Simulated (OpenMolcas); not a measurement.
**Levels of S+ by method**

| Property | Result |
| --- | --- |
| Program | OpenMolcas |
| Basis | ANO-R1 [4s3p1d] |
| Scalar Hamiltonian | X2C, finite nucleus |
| Active space | 3 electrons in 3 orbitals (3p) |
| State averaging | 2S+1 = 4 odd, 1 root; 2S+1 = 2 odd, 8 roots |
| Spin-orbit coupling | state interaction with AMFI integrals over the reference wave functions, term energies averaged over their components |

Methods on the same reference wave functions:
A. CASSCF
B. SS-CASPT2, IPEA 0.25 Eh, imaginary shift 0.1 Eh (closed shells correlated: 2s 2p 3s)

Energies in cm-1 above 3s2 3p3 4S* 3/2, the measured ground level; measured values from NIST Handbook of Basic Atomic Spectroscopic Data.

```
          Level      A      B  Measured
3s2 3p3 4S* 3/2    0.0    0.0       0.0
3s2 3p3 2D* 3/2  19111  17290     14853
3s2 3p3 2D* 5/2  19130  17310     14885
3s2 3p3 2P* 1/2  31769  28010     24525
3s2 3p3 2P* 3/2  31794  28040     24572
```

Deviations, from unrounded energies. A percentage is the sum of absolute deviations over the sum of measured energies, with the sign that they share, or ± where signs differ.

```tsv
Against measurement	Levels	A	B
mean absolute deviation (cm-1)	4	5700	3000
other terms of the ground configuration (%)	4	+29.1	+15.0
```

B lies closest to measurement on these levels. The largest miss of B in the table is 3s2 3p3 2P* 1/2, by +3500 cm-1. The ranking rests on the paired levels alone, and a cruder setting can come out closer through cancelling errors.

From A to B the spin-free energies of the other terms of 3s2 3p3 shown, above 4S*, scale by factors of 0.88 to 0.90.

The lowest spin-free term lies below A's lowest term by 0.076 hartree in B.

CASPT2 breaks the degeneracy within a term, and the mean is taken; among the terms shown or strongly mixed into the levels shown the widest spread is 190 cm-1 (3s2 3p3 2D*, B). With the s shell closed, the reference lacks s² → p² mixing. Without dynamic correlation excited terms often stand tens of per cent too high (terms of higher spin than the ground term too low), and those without a measured partner can miss by more than the paired ones (holds for A). Some terms miss by over 15 % even with CASPT2, which points to a basis or an active space too small for the shells correlated (holds for B). Measured partners are found by configuration, term and J. A level has none where our copy of the source lacks it or the pairing is in doubt (some pairs that miss far off the trend of their configuration count as doubtful), and it then counts in no deviation. Only configurations of the active space appear.

* marks odd parity.
